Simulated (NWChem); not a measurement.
Molecule: GaH3SeO2; SMILES [OH][Ga]([OH])[SeH]

```xyz
7

Ga    -0.0037    -0.7776     0.0003
O      1.4069    -1.8997    -0.0003
H      2.2557    -1.4311    -0.0006
O     -1.6198    -1.5641     0.0003
H     -1.5129    -2.5296    -0.0002
Se     0.1061     1.5623     0.0013
H     -1.3745     1.6246     0.0014
```
Atoms are numbered in this order, from 1.

Program: NWChem. Structure relaxed at the B3LYP/6-31G* (spherical d) level. Vzz is the largest principal value of the second derivative of the potential at the nucleus (NWChem prints the opposite sign); η is the asymmetry. Non-relativistic.

For level PBE/cc-pVTZ:

```
Property         Value
--------------  ------
Vzz Ga1 (a.u.)   1.799
Vzz O2 (a.u.)    1.226
η O2              0.80
Vzz O4 (a.u.)    1.220
η O4              0.79
Vzz Se6 (a.u.)  -3.889
η Se6             0.54
```

Estimate the same quantities for level Hartree-Fock/cc-pVTZ.


- Vzz Ga1 (a.u.): 2.450
- Vzz O2 (a.u.): 1.363
- η O2: 0.67
- Vzz O4 (a.u.): 1.357
- η O4: 0.66
- Vzz Se6 (a.u.): -3.714
- η Se6: 0.82
